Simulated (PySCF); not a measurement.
Start geometry of `[CH3][Ge]([CH3])([CH3])[c]1ccncc1` from GFN2-xTB (Å):
```
atom  x, y, z in Å
C1    -1.8731   -0.4225    1.6641
Ge2   -1.0959   -0.0841   -0.1326
C3    -1.7594    1.6450   -0.8800
C4    -1.5158   -1.5684   -1.3642
C5     0.8746    0.0315    0.0738
C6     1.4382    1.0159    0.8988
C7     2.8287    1.0703    1.0320
N8     3.6607    0.2501    0.4092
C9     3.1137   -0.6781   -0.3441
C10    1.7489   -0.8299   -0.5498
H11   -1.6577    0.4066    2.3538
H12   -1.5177   -1.3246    2.0918
H13   -3.0033   -0.4531    1.5761
H14   -1.3000    1.8471   -1.8304
H15   -2.8216    1.6140   -1.0013
H16   -1.4949    2.4858   -0.2004
H17   -1.1938   -2.5109   -0.9748
H18   -1.1226   -1.4111   -2.3382
H19   -2.6292   -1.6430   -1.4752
H20    0.7854    1.7199    1.4337
H21    3.2736    1.8192    1.6503
H22    3.8308   -1.3627   -0.8609
H23    1.3780   -1.5933   -1.2289
```

What comes out of this run: PBE0-D3(BJ)/def2-SVP geometry optimisation, gas phase (PySCF 2.14.0)?

```
atom  x, y, z in Å
C1    -1.8028   -0.3607    1.7413
Ge2   -1.1097   -0.0742   -0.0635
C3    -1.7750    1.6199   -0.7750
C4    -1.6041   -1.5555   -1.2356
C5     0.8470    0.0318    0.0370
C6     1.4764    1.0214    0.8023
C7     2.8688    1.0734    0.8484
N8     3.6575    0.2222    0.1960
C9     3.0689   -0.7222   -0.5321
C10    1.6843   -0.8584   -0.6435
H11   -1.4815    0.4507    2.4114
H12   -1.4310   -1.3118    2.1494
H13   -2.9028   -0.3881    1.7346
H14   -1.3418    1.8179   -1.7664
H15   -2.8708    1.5966   -0.8704
H16   -1.5048    2.4526   -0.1086
H17   -1.2362   -2.5129   -0.8374
H18   -1.1892   -1.4138   -2.2447
H19   -2.6990   -1.6192   -1.3224
H20    0.8954    1.7579    1.3659
H21    3.3709    1.8454    1.4442
H22    3.7334   -1.4156   -1.0624
H23    1.2734   -1.6606   -1.2626
```

The energy falls by 22.4 kJ/mol over 8 energy and gradient evaluations, the largest force component goes from 0.0339 to 4.0e-04 Eh/bohr, and the atoms move by 0.040 Å rms after alignment. The bond that changes most is Ge2–C3 (ends: germanium bonded to 4 C; sp3 carbon bound to germanium), which shortens by 0.043 Å. Bonds longer at the end by more than 0.005 Å: 11 of 23; shorter: 8. Among the angles that change most is H11–C1–H13, from 105.3° to 108.3°. Rotational constants go from 1941, 610.3, 556.2 to 1969, 617.6, 560.2 MHz. The orientation of the end geometry is arbitrary; only internal coordinates are fixed.

The run used 223 basis functions and 54 SCF cycles in all. Time: 3.8 min; peak memory 1.2 GiB. Hardware: one thread, Arm Neoverse V2 (aarch64), shared host.

No frequency check.
